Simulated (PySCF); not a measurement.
Species: F₃HSi.
Bonds: F1–Si2, Si2–F3, Si2–F4. Hydrogens: H5 on Si2.

Method: PBE0-D3(BJ)/def2-SVP geometry optimisation, gas phase in PySCF; density fitting, grid level 1; the optimiser is geomeTRIC in internal coordinates, started from a GFN2-xTB structure with every atom displaced at random (about 0.01 Å).

Step 0: E = -16029.2386 eV
```
atom  x, y, z in Å  |  force x, y, z in eV/Å
F1     -0.4247    1.3221   -0.6158   -0.686   1.948  -0.605
Si2    -0.0157   -0.0025    0.0828    1.540  -1.368  -0.953
F3     -0.8405   -1.1395   -0.6603   -0.321  -0.508   0.076
F4      1.5316   -0.2211   -0.3320   -0.401  -0.054   0.450
H5     -0.2172    0.0070    1.4874   -0.132  -0.018   1.032
```

Task: Estimate the geometry and energy of step 1. (The exact step hangs on the optimiser's Hessian estimate; all steps are aligned on step 0, rigid shifts and turns removed.)

Result: E = -16029.2871 eV, largest force 0.980 eV/Å
```
atom  x, y, z in Å  |  force x, y, z in eV/Å
F1     -0.4884    1.4137   -0.5951    0.254  -0.438  -0.189
Si2    -0.0041   -0.0010   -0.0071    0.013   0.174   0.964
F3     -0.8631   -1.1875   -0.6414    0.053   0.104  -0.304
F4      1.5569   -0.2639   -0.2439   -0.128   0.122  -0.511
H5     -0.1679    0.0047    1.4496   -0.193   0.038   0.039
```

The energy changes by -0.0485 eV. The first-order estimate −F·Δx gives -0.3303 eV and the mean of the old and new forces, exact on a quadratic surface, -0.0537 eV. The step makes an angle of 60° with the force vector and moves no atom by more than 0.113 Å.

What follows is the cost of the whole optimisation. The run took 10 s of wall time on an Arm Neoverse V2 with one thread, on a shared host, and the process peaked at 0.30 GiB of memory.
